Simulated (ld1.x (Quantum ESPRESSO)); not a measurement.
# nitrogen (N): one change to an RRKJ potential, before and after

```
Element                 : nitrogen (N)
Generator               : ld1.x (Quantum ESPRESSO) 7.5
Type                    : norm-conserving RRKJ (Kleinman–Bylander form)
Functional              : PBE
Relativity              : non-relativistic
Frozen core             : [He]
Valence charge          : 5
Reference configuration : 2s2 2p3
Partial waves           : 2s (bound): rc 1.00 bohr; 2p (bound): rc 1.10 bohr; 3d channel at 0.05 Ry: rc 0.85 bohr
Local potential         : the d channel
Core correction         : Bessel-smoothed model core inside 0.65 bohr
rho0                    : 0.01
```

Change: wave 3d channel at 0.05 Ry: rc 0.85 bohr becomes 3d channel at 0.05 Ry: rc 0.58 bohr.

Cutoffs: the cutoffs (Ry, on a coarse ladder) from which the occupation-weighted sum of valence levels, in a spherical-Bessel basis at the reference potential, stays within 10 and 1 mRy of its value at 400 Ry; they do not see the model core or the augmentation charge, which bear on the density cutoff. Errors are all-electron minus pseudo energies relative to the spin-unpolarised reference configuration.

Question: Predict the effect on cutoff, ghosts and configuration errors.

Answer: The potential gets neither clearly harder nor softer (80 Ry and 110 Ry → 80 Ry and 110 Ry); the s channel sets the loose cutoff, while the largest relative change is in p, which becomes softer; the errors of the 7 common tests hardly move; neither file shows a bound ghost.

```csv
quantity,base,changed
"cutoff, loose",80 Ry,80 Ry
"cutoff, tight",110 Ry,110 Ry
loose cutoff by channel (10 mRy a level),"s 70 Ry, p 70 Ry","s 70 Ry, p 60 Ry"
bound ghosts,none,none
"error for 2s2 2p2, meV [ΔE 13.60 eV]",+3.5,+3.7
"error for 2s2 2p1, meV [ΔE 42.46 eV]",+44,+45
"error for 2s2 2p0, meV [ΔE 89.54 eV]",+246,+252
"error for 2s1 2p0, meV [ΔE 167.31 eV]",+616,+624
"error for 2s2 2p2.5, meV [ΔE 5.10 eV]",+0.4,+0.4
"error for 2s2 2p3.3, meV [ΔE -1.62 eV]",0.0,0.0
"error for 2s0 2p5, meV [ΔE 22.98 eV]",+15,+15
s: phases at 1.20 bohr within 0.05 rad from the reference energy up to (Ry; the scan ends near 5),to the end of the scan,to the end of the scan
p: phases at 1.20 bohr within 0.05 rad from the reference energy up to (Ry; the scan ends near 5),to the end of the scan,to the end of the scan
d: phases at 1.20 bohr within 0.05 rad from the reference energy up to (Ry; the scan ends near 5),to the end of the scan,to the end of the scan
```
